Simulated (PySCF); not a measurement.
ZnF2, SMILES [Zn]([F])[F].

Geometry: B3LYP-D3(BJ)/def2-TZVP. The isomer is the one that the SMILES or the coordinates give; other isomers of the formula were not compared.

The numbers are results of M06-2X/def2-TZVPD (PySCF), not measurements.

Isolated molecule, no solvent.

```json
{
  "total_energy": "-1979.14095 hartree",
  "point_group": "D∞h",
  "highest_occupied_level": "-12.73 eV",
  "lowest_empty_level": "-1.49 eV",
  "orbital_gap": "11.23 eV",
  "dipole_moment": "0.00 D",
  "quadrupole, principal values (traceless, Buckingham form, about the centre of nuclear charge)": "-14.93, 7.47, 7.47 D·Å",
  "mean_static_polarisability": "19.3 bohr³ (2.85 Å³)",
  "polarisability_principal_values": "16.6, 16.6, 24.6 bohr³"
}
```
